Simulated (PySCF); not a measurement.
In(OH)2(SeH) (H₃InO₂Se), SMILES [SeH][In]([OH])[OH].

Geometry: r2SCAN-D4/def2-SVP. The structure was generated by enumeration; whether it is a known compound was not checked. The def2 effective core potentials stand for the cores of In; spin–orbit coupling is left out. The values are those of a single conformer.

All values below come from r2SCAN/def2-TZVP in PySCF.

The molecule is in vacuum.

```yaml
total_energy: -2744.07017 hartree
point_group: Cs
highest_occupied_level: -6.51 eV
lowest_empty_level: -2.64 eV
orbital_gap: 3.86 eV
dipole_moment: 1.81 D
quadrupole, principal values (traceless, Buckingham form, about the centre of nuclear charge): -11.84, -0.33, 12.17 D·Å
mean_static_polarisability: 70.7 bohr³ (10.48 Å³)
polarisability_principal_values: 50.8, 68.9, 92.5 bohr³
```
